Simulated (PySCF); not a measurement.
PySCF input (BP86/6-31G* (5d)):

```python
from pyscf import gto, dft

mol = gto.M(
    atom='''
    C    -2.03021267    0.91163379    0.84250509
    C    -0.93833435   -0.07263228    0.61356073
    C    -1.46767137   -1.34126963   -0.06863272
    C     0.22886989    0.57227764   -0.15068870
    C     1.46279245   -0.30306346   -0.25497844
    O     2.49759506    0.47350476   -0.85603961
    H    -1.81203651    1.96525313    0.95488714
    H    -3.04379430    0.58003405    1.02474809
    H    -0.54435831   -0.37806739    1.59989741
    H    -2.32108705   -1.74583160    0.47851463
    H    -1.79582995   -1.11950700   -1.08679872
    H    -0.70752121   -2.12159611   -0.11868966
    H    -0.10018932    0.84836859   -1.15639563
    H     0.51882531    1.49858803    0.35215814
    H     1.76393947   -0.63962325    0.74650655
    H     1.25609013   -1.19366468   -0.85867112
    H     3.27253773   -0.08366816   -0.97843578
    ''',
    basis='6-31g*',
    charge=0,
    spin=1,
    verbose=4,
)

mf = dft.UKS(mol, xc='bp86')
mf.grids.level = 3
mf.conv_tol = 1e-9
mf.max_cycle = 100
mf.max_memory = 1500
mf.kernel()
if not mf.converged:
    mf = mf.newton()
    mf.kernel(mf.make_rdm1())
mo, _, stable, _ = mf.stability(return_status=True)
if not stable:
    mf.kernel(mf.make_rdm1(mo, mf.mo_occ))
    stable = mf.stability(return_status=True)[2]
mf.dip_moment()
```

Output:

```
PySCF version 2.14.0

[INPUT] verbose = 4
[INPUT] num. atoms = 17
[INPUT] num. electrons = 49
[INPUT] charge = 0
[INPUT] spin (= nelec alpha-beta = 2S) = 1
[INPUT] symmetry False subgroup None
[INPUT] Mole.unit = angstrom
[INPUT] Symbol           X                Y                Z      unit          X                Y                Z       unit  Magmom
[INPUT]  1 C     -2.030212670000   0.911633790000   0.842505090000 AA   -3.836545920922   1.722738188999   1.592103878652 Bohr   0.0
[INPUT]  2 C     -0.938334350000  -0.072632280000   0.613560730000 AA   -1.773194934772  -0.137255117003   1.159461740488 Bohr   0.0
[INPUT]  3 C     -1.467671370000  -1.341269630000  -0.068632720000 AA   -2.773496930165  -2.534632259897  -0.129697043984 Bohr   0.0
[INPUT]  4 C      0.228869890000   0.572277640000  -0.150688700000 AA    0.432501410259   1.081448006812  -0.284760373067 Bohr   0.0
[INPUT]  5 C      1.462792450000  -0.303063460000  -0.254978440000 AA    2.764277107582  -0.572706937763  -0.481839419269 Bohr   0.0
[INPUT]  6 O      2.497595060000   0.473504760000  -0.856039610000 AA    4.719770633467   0.894794315078  -1.617680414679 Bohr   0.0
[INPUT]  7 H     -1.812036510000   1.965253130000   0.954887140000 AA   -3.424252731613   3.713790181144   1.804475174469 Bohr   0.0
[INPUT]  8 H     -3.043794300000   0.580034050000   1.024748090000 AA   -5.751937606512   1.096105497422   1.936493236771 Bohr   0.0
[INPUT]  9 H     -0.544358310000  -0.378067390000   1.599897410000 AA   -1.028688119531  -0.714443823729   3.023367932301 Bohr   0.0
[INPUT] 10 H     -2.321087050000  -1.745831600000   0.478514630000 AA   -4.386218835775  -3.299143583611   0.904261597298 Bohr   0.0
[INPUT] 11 H     -1.795829950000  -1.119507000000  -1.086798720000 AA   -3.393626771791  -2.115561624533  -2.053751933328 Bohr   0.0
[INPUT] 12 H     -0.707521210000  -2.121596110000  -0.118689660000 AA   -1.337021314221  -4.009235594843  -0.224290951218 Bohr   0.0
[INPUT] 13 H     -0.100189320000   0.848368590000  -1.156395630000 AA   -0.189330375406   1.603184287783  -2.185271032344 Bohr   0.0
[INPUT] 14 H      0.518825310000   1.498588030000   0.352158140000 AA    0.980437742393   2.831920950251   0.665482437136 Bohr   0.0
[INPUT] 15 H      1.763939470000  -0.639623250000   0.746506550000 AA    3.333362498610  -1.208712765404   1.410692929694 Bohr   0.0
[INPUT] 16 H      1.256090130000  -1.193664680000  -0.858671120000 AA    2.373666333469  -2.255699329767  -1.622653247874 Bohr   0.0
[INPUT] 17 H      3.272537730000  -0.083668160000  -0.978435780000 AA    6.184200042006  -0.158109907746  -1.848975654675 Bohr   0.0

nuclear repulsion = 244.523416961061
number of shells = 58
number of NR pGTOs = 206
number of NR cGTOs = 106
basis = 6-31g*
ecp = {}

******** <class 'pyscf.dft.uks.UKS'> ********
method = UKS
initial guess = minao
damping factor = 0
level_shift factor = 0
DIIS = <class 'pyscf.scf.diis.CDIIS'>
diis_start_cycle = 1
diis_space = 8
diis_damp = 0
SCF conv_tol = 1e-09
SCF conv_tol_grad = None
SCF max_cycles = 100
direct_scf = True
direct_scf_tol = 1e-13
number electrons alpha = 25  beta = 24
XC library pyscf.dft.libxc version 7.1.2
    S. Lehtola, C. Steigemann, M. J. T. Oliveira, and M. A. L. Marques,  SoftwareX 7, 1–5 (2018)
XC functionals = bp86
    A. D. Becke,  Phys. Rev. A 38, 3098 (1988)
    J. P. Perdew,  Phys. Rev. B 33, 8822 (1986)
    J. P. Perdew,  Phys. Rev. B 34, 7406–7406 (1986)
radial grids:
    Treutler-Ahlrichs [JCP 102, 346 (1995); DOI:10.1063/1.469408] (M4) radial grids

becke partition: Becke, JCP 88, 2547 (1988); DOI:10.1063/1.454033
pruning grids: <function nwchem_prune>
grids dens level: 3
symmetrized grids: False
atomic radii adjust function: <function treutler_atomic_radii_adjust>
small_rho_cutoff = 0
Set gradient conv threshold to 3.16228e-05
tot grids = 192560
init E= -272.484813529773
  alpha nocc = 25  HOMO = -0.203017609157619  LUMO = -0.00401661489122285
  beta  nocc = 24  HOMO = -0.344391576925827  LUMO = -0.203017609157619

WARN: HOMO -0.203017609157619 >= LUMO -0.203017609157619

cycle= 1 E= -272.123808315246  delta_E= 0.361  |g|= 0.583  |ddm|= 2.49
  alpha nocc = 25  HOMO = -0.0426900788059097  LUMO = 0.100656519576577
  beta  nocc = 24  HOMO = -0.0432210975349041  LUMO = -0.010485823467699
  HOMO = -0.0426900788059  LUMO = -0.0104858234677  gap/eV = 0.87632
cycle= 2 E= -271.852448010534  delta_E= 0.271  |g|= 0.992  |ddm|= 1.68
  alpha nocc = 25  HOMO = -0.144073104921348  LUMO = 0.0522197085689822
  beta  nocc = 24  HOMO = -0.222453704466462  LUMO = -0.0648216063956006
  HOMO = -0.144073104921  LUMO = -0.0648216063956  gap/eV = 2.15654
cycle= 3 E= -272.273378730986  delta_E= -0.421  |g|= 0.107  |ddm|= 1.18
  alpha nocc = 25  HOMO = -0.161930677800711  LUMO = 0.055375756128758
  beta  nocc = 24  HOMO = -0.209910584204422  LUMO = -0.0792128156195195
  HOMO = -0.161930677801  LUMO = -0.0792128156195  gap/eV = 2.25087
cycle= 4 E= -272.277759280654  delta_E= -0.00438  |g|= 0.0403  |ddm|= 0.136
  alpha nocc = 25  HOMO = -0.159355193986843  LUMO = 0.0563746607646896
  beta  nocc = 24  HOMO = -0.210322554004685  LUMO = -0.0743158066496741
  HOMO = -0.159355193987  LUMO = -0.0743158066497  gap/eV = 2.31404
cycle= 5 E= -272.27852459503  delta_E= -0.000765  |g|= 0.00862  |ddm|= 0.0472
  alpha nocc = 25  HOMO = -0.158404686591162  LUMO = 0.0559661473916893
  beta  nocc = 24  HOMO = -0.210374348647339  LUMO = -0.0727157214179668
  HOMO = -0.158404686591  LUMO = -0.072715721418  gap/eV = 2.33172
cycle= 6 E= -272.278556993993  delta_E= -3.24e-05  |g|= 0.00361  |ddm|= 0.0124
  alpha nocc = 25  HOMO = -0.159084766200802  LUMO = 0.0558594409621418
  beta  nocc = 24  HOMO = -0.210495087477004  LUMO = -0.0730874129345489
  HOMO = -0.159084766201  LUMO = -0.0730874129345  gap/eV = 2.34011
cycle= 7 E= -272.278563654255  delta_E= -6.66e-06  |g|= 0.000668  |ddm|= 0.00403
  alpha nocc = 25  HOMO = -0.159100098888912  LUMO = 0.0558193399911797
  beta  nocc = 24  HOMO = -0.210553189783297  LUMO = -0.0729567782032281
  HOMO = -0.159100098889  LUMO = -0.0729567782032  gap/eV = 2.34408
cycle= 8 E= -272.278563841451  delta_E= -1.87e-07  |g|= 0.0003  |ddm|= 0.00124
  alpha nocc = 25  HOMO = -0.159105668384814  LUMO = 0.0558273134827942
  beta  nocc = 24  HOMO = -0.21055209857548  LUMO = -0.0729259834332714
  HOMO = -0.159105668385  LUMO = -0.0729259834333  gap/eV = 2.34507
cycle= 9 E= -272.278563920346  delta_E= -7.89e-08  |g|= 8.04e-05  |ddm|= 0.000531
  alpha nocc = 25  HOMO = -0.159116473204947  LUMO = 0.0558323607172162
  beta  nocc = 24  HOMO = -0.210544267555462  LUMO = -0.0729349495150551
  HOMO = -0.159116473205  LUMO = -0.0729349495151  gap/eV = 2.34512
cycle= 10 E= -272.278563903504  delta_E= 1.68e-08  |g|= 4.38e-05  |ddm|= 0.000124
  alpha nocc = 25  HOMO = -0.159109698963208  LUMO = 0.0558328899422427
  beta  nocc = 24  HOMO = -0.210542868543434  LUMO = -0.0729288517328648
  HOMO = -0.159109698963  LUMO = -0.0729288517329  gap/eV = 2.34510
cycle= 11 E= -272.278563904501  delta_E= -9.96e-10  |g|= 8.82e-06  |ddm|= 5.48e-05
  alpha nocc = 25  HOMO = -0.159111154682147  LUMO = 0.0558328046962755
  beta  nocc = 24  HOMO = -0.210544317357766  LUMO = -0.072931253752341
  HOMO = -0.159111154682  LUMO = -0.0729312537523  gap/eV = 2.34507
Extra cycle  E= -272.278563904472  delta_E= 2.86e-11  |g|= 1.26e-05  |ddm|= 2.17e-05
converged SCF energy = -272.278563904472  <S^2> = 0.75330608  2S+1 = 2.0033034
uhf_internal: lowest eigs of H = [0.85383506 0.87586686 0.88007113]
<class 'pyscf.dft.uks.UKS'> wavefunction is stable in the internal stability analysis
Dipole moment(X, Y, Z, Debye):  0.37969, -1.52476,  0.38340
```

The geometry given is a B3LYP-D3(BJ)/def2-TZVP minimum.
